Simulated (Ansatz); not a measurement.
H4AlNSi, SMILES `N[Si][AlH2]` (excited triplet) (charge 0, multiplicity 3). This triplet is an excited state, 0.79 eV above the relaxed singlet at the level frozen-core CCSD(T)/cc-pVTZ // PBE0-D3(BJ)/def2-TZVP (Ansatz, an electronic-structure program).

Computed with PBE/cc-pVTZ // PBE0-D3(BJ)/def2-TZVP run with Ansatz.

Ansatz 0.2 input:
```yaml
crystal:
  periodic: [false, false, false]
  atoms:
    - { symbol: N, position_ang: [-1.762121, -0.39367, 0.151297] }
    - { symbol: Si, position_ang: [-0.194275, -1.00886, -0.143398] }
    - { symbol: Al, position_ang: [1.767865, 0.332806, -0.155759] }
    - { symbol: H, position_ang: [-1.961404, 0.581444, 0.309508] }
    - { symbol: H, position_ang: [-2.586714, -0.969526, 0.17978] }
    - { symbol: H, position_ang: [3.118036, -0.433981, -0.455875] }
    - { symbol: H, position_ang: [1.618612, 1.891786, 0.114447] }
basis:
  gaussian: { orbitals: cc-pVTZ }
hamiltonian:
  xc: pbe
magnetization:
  spin_polarized: true
  initial_magnetization: 2
```

Output:

```
Functional definition: PBE
963 factors; their error is unknown
mean field evaluation 1: about -16009.7553 eV, gradient 5.0e1 eV
mean field evaluation 2: about -15951.3578 eV, gradient 9.8e1 eV
mean field evaluation 4: about -16018.1246 eV, gradient 1.1e1 eV
mean field evaluation 8: about -16019.4180 eV, gradient 7.3e-2 eV
mean field evaluation 16: about -16019.3889 eV, gradient 1.2e-4 eV
mean field -16019.38894165 eV, -588.7016852738 hartree, gradient 3.0e-5 eV, S^2 2.005210; 0 other end points of the search recorded, 0 dependent functions left out
reference -16019.38898740 eV, -588.7016869550 hartree; 20, 18 occupied and 134, 136 virtual orbitals, 963 factors
Total energy: -16019.38898740 eV, -588.7016869550 hartree
```
